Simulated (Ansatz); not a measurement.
Consider the ligand exchange at a Ge–I bond: `[CH3][GeH2][I]` + H–F → `[CH3][GeH2][F]` + HI.

Calculated with Ansatz (gas phase, PBE0-D4/def2-TZVP geometries, no zero-point term in ΔE). CBS: MP2 limit from def2 TZ/QZ plus the TZ coupled-cluster correction, frozen cores. This one scheme is used for every species. DFT in def2-TZVPP. Elements past krypton have def2 core potentials. For Ge, I outer-core shells are correlated without core-valence functions, which leaves a few kJ/mol of doubt a bond. Scalar relativity is left out up to krypton.

CCSD(T)/CBS gives +33.2 kJ/mol.

Task: Another level gave +16.4 kJ/mol. Which?
A. BHLYP/def2-TZVPP
B. r2SCAN0/def2-TZVPP
C. MP2/def2-TZVPP
D. r2SCAN-D4/def2-TZVPP

Result: A. BHLYP 16.4, r2SCAN0 27.7, r2SCAN-D4 22.5, MP2/def2-TZVPP 34.2 kJ/mol.

Task: What do rigid-rotor, harmonic-oscillator terms from PBE0-D4/def2-TZVP frequencies (298.15 K, 1 bar) make of the CCSD(T)/CBS value? (Best estimate.)

Result: The calculation gave: ΔZPE = -7.1 kJ/mol, ΔH = +24.8 kJ/mol, ΔS = 3 J/(mol·K), ΔG = +24.1 kJ/mol.

Largest T1 diagnostic among the species: 0.011.

The D4 term adds +7.8 kJ/mol with B3LYP and +4.2 kJ/mol with PBE0; it sums over pairs of atoms, weighted by their polarisabilities, and B3LYP, whose exchange is more repulsive, gets the larger term. In def2-TZVPP, CCSD(T) changes the Hartree–Fock value by +10.0 kJ/mol (the triples alone add +1.9 kJ/mol) and MP2 by +20.4 kJ/mol.

B3LYP here is the variant with VWN-RPA as its local correlation; programs differ in this.
